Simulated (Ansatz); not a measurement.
C3H9AlO can be A, `C[CH]([AlH2])CO`, or B, `C[CH2][Al]([CH3])[OH]`.

Gas-phase electronic energies from Ansatz, PBE0-D4/def2-TZVP geometries. CCSD(T)/CBS is the MP2 limit (def2-TZVPP, def2-QZVPP) plus CCSD(T) − MP2 in def2-TZVPP, frozen cores. Functionals use def2-TZVPP. B3LYP here is the variant with VWN-RPA as its local correlation; programs differ in this. One conformer a species, not always the lowest.

**Question.** Which is lower in electronic energy at CCSD(T)/CBS, and by how much? (An estimate is asked.)

**Answer.** The calculation gave: B, by 281.1 kJ/mol.

**Question.** Give E(B) − E(A) in kJ/mol with B3LYP-D4, PBE-D4, ωB97M-V, CCSD(T)/def2-TZVPP, r2SCAN-D4, MP2/def2-TZVPP, B3LYP. (An estimate is asked.)

**Answer.** Computed: B3LYP-D4 -279.0, PBE-D4 -271.5, ωB97M-V -278.1, CCSD(T)/def2-TZVPP -277.4, r2SCAN-D4 -285.5, MP2/def2-TZVPP -287.6, B3LYP -283.3. None reverses the order clearly.

Largest T1 diagnostic: 0.011.

In def2-TZVPP, CCSD(T) changes the Hartree–Fock value by −6.1 kJ/mol (the triples alone add +0.3 kJ/mol) and MP2 by −16.3 kJ/mol. The D4 term adds +4.3 kJ/mol with B3LYP and +2.0 kJ/mol with PBE0; it sums over pairs of atoms, weighted by their polarisabilities, and B3LYP, whose exchange is more repulsive, gets the larger term.
